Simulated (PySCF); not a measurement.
First SCF of a structure search on doublet Ag₃, at a hand-made obtuse triangle geometry. PySCF input:

```python
from pyscf import gto, scf, dft
mol = gto.M(atom='''
Ag     0.000000     0.000000     0.000000
Ag     1.996800     1.536000     0.000000
Ag    -1.996800     1.536000     0.000000''',
    basis={'Ag': 'def2-TZVP'},
    ecp={'Ag': 'def2-TZVP'},
    charge=0, spin=1)
mf = dft.UKS(mol, xc='PBE0')
mf.grids.atom_grid = (50, 194)
aux = {'Ag': 'def2-universal-JKFIT'}
mf = mf.density_fit(auxbasis=aux)
mf.conv_tol = 1e-08
mf.diis_space = 10
mf.max_cycle = 60
mf.init_guess = 'huckel'
mf.verbose = 4
mf.kernel()
```

Excerpt of the output (cycles alone):

```
init E= -440.847425318736
cycle= 1 E= -440.956832250604  delta_E= -0.109  |g|= 0.257  |ddm|= 1.32
cycle= 2 E= -440.948613249848  delta_E= 0.00822  |g|= 0.304  |ddm|= 0.554
cycle= 3 E= -440.977296828253  delta_E= -0.0287  |g|= 0.0599  |ddm|=  0.3
cycle= 4 E= -440.978332654805  delta_E= -0.00104  |g|= 0.0108  |ddm|= 0.0543
cycle= 5 E= -440.978367478042  delta_E= -3.48e-05  |g|= 0.00463  |ddm|= 0.0202
cycle= 6 E= -440.978377610442  delta_E= -1.01e-05  |g|= 0.00135  |ddm|= 0.00592
cycle= 7 E= -440.978378794516  delta_E= -1.18e-06  |g|= 0.000352  |ddm|= 0.00317
cycle= 8 E= -440.978378905936  delta_E= -1.11e-07  |g|= 0.00018  |ddm|= 0.000854
cycle= 9 E= -440.978378928307  delta_E= -2.24e-08  |g|= 3.34e-05  |ddm|= 0.000384
cycle= 10 E= -440.978378929289  delta_E= -9.82e-10  |g|= 6.74e-06  |ddm|= 7.44e-05
Extra cycle  E= -440.97837892934  delta_E= -5.1e-11  |g|= 6.48e-06  |ddm|= 2.02e-05
converged SCF energy = -440.97837892934  <S^2> = 0.76106131  2S+1 = 2.0110309
```

No lower solution of this spin was found from smeared starts or by a stability analysis within the unrestricted form.

Other spin states or occupations of the open shell can lie lower.

The search for the lowest solution, 3 starts and the stability check together, took 23 s on 2 threads of a shared Arm Neoverse V1 host, with 120 basis functions; the process peaked at 0.47 GiB. Launch command: `OMP_NUM_THREADS=2 python axn.py task.json out`.
